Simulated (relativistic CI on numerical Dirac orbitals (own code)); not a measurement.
**Slater and spin-orbit integrals, Re55+**

Calculated at this level of theory: Dirac-Coulomb-Breit CI, separate exchange-only KLI orbitals for each configuration, model QED (radiative potential, 1s self-energy scaled to tabulated hydrogen-like ionisation energies), unscaled Slater integrals (own radial code, finite nucleus).

Slater integrals F^k, G^k are unscaled and averaged over j, outside the closed core [Ne]; ζ comes from projecting the Hamiltonian with its Breit term on Σ l·s of the shell.

- 3s2.3p6.3d2: F^2(3d,3d) = 627950, F^4(3d,3d) = 406240, ζ(3d) = 260600 cm⁻¹; <r>(3d) = 0.1633, <r^2>(3d) = 0.03082 (bohr units).
- 3s2.3p5.3d3: ζ(3p) = 1.9322e+06, F^2(3d,3d) = 627130, F^4(3d,3d) = 405700, F^2(3p,3d) = 538140, G^1(3p,3d) = 565050, G^3(3p,3d) = 379560, ζ(3d) = 258610 cm⁻¹; <r>(3p) = 0.1833, <r^2>(3p) = 0.03895, <r>(3d) = 0.1635, <r^2>(3d) = 0.0309 (bohr units).
- 3s.3p6.3d3: F^2(3d,3d) = 626820, F^4(3d,3d) = 405490, G^2(3s,3d) = 435880, ζ(3d) = 259680 cm⁻¹; <r>(3s) = 0.186, <r^2>(3s) = 0.03956, <r>(3d) = 0.1636, <r^2>(3d) = 0.03093 (bohr units).

(1) Give the Racah parameters of the d shell in 3s2.3p6.3d2.

Averages of the first 10 configurations, taken without configuration mixing, which lowers the lowest level and can move excited configurations by several eV; other configurations of the list can lie among them:

| Configuration | Parity | States | Average energy above the lowest level (eV) |
| --- | --- | --- | --- |
| 3s2.3p6.3d2 | even | 45 | 103.5 |
| 3s2.3p5.3d3 | odd | 720 | 563.1 |
| 3s.3p6.3d3 | even | 240 | 1031.1 |
| 3s2.3p6.3d.4s | even | 20 | 2198.5 |
| 3s2.3p6.3d.4p | odd | 60 | 2377.2 |
| 3s2.3p6.3d.4d | even | 100 | 2563.4 |
| 3s2.3p5.3d2.4s | odd | 540 | 2647.2 |
| 3s2.3p6.3d.4f | odd | 140 | 2694.2 |
| 3s2.3p5.3d2.4p | even | 1620 | 2826.3 |
| 3s2.3p5.3d2.4d | odd | 2700 | 3011.8 |

Results:

(1) B = F²/49 − 5F⁴/441 = 8209 cm⁻¹ and C = 35F⁴/441 = 32241 cm⁻¹.
